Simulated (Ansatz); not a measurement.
ClFH5NSi2, SMILES `F[SiH2]N[SiH2]Cl` from Hartree–Fock to CCSD(T)

Z-matrix (Å, degrees):
```
Si
N 1 1.713
F 1 1.599 2 111.6
H 1 1.479 2 109.9 3 -117.4
H 1 1.478 2 108.2 3 117.7
Si 2 1.715 1 127.5 3 -98.3
H 2 1.011 1 116.4 3 83.4
Cl 6 2.059 2 112.1 1 -101.9
H 6 1.477 2 107.8 1 16.3
H 6 1.479 2 110.6 1 140.2
```

Charge 0, multiplicity 1. Geometry: relaxed with PBE0-D4/def2-TZVP. It is one conformer, not always the lowest. Frozen core, restricted reference, Ansatz 0.2.0. CBS rows extrapolate triple and quadruple zeta; past MP2 they add the triple-zeta difference.

| basis | HF (Eh) | MP2 corr. | CCSD corr. | (T) | CCSD(T) total |
| --- | --- | --- | --- | --- | --- |
| def2-TZVPP | ? | -0.89056 | ? | ? | ? |
| def2-QZVPP | -1194.50151 | -0.96928 | – | – | – |
| CBS(def2) | -1194.50694 | -1.02759 | ? | as TZ | ? |

Q: Fill in the withheld values. (Estimate.)

A: The calculation gave: def2-TZVPP HF (Eh): -1194.46206; def2-TZVPP CCSD corr.: -0.93985; def2-TZVPP (T): -0.03328; def2-TZVPP CCSD(T) total: -1195.43519; CBS(def2) CCSD corr.: -1.07688; CBS(def2) CCSD(T) total: -1195.61710.
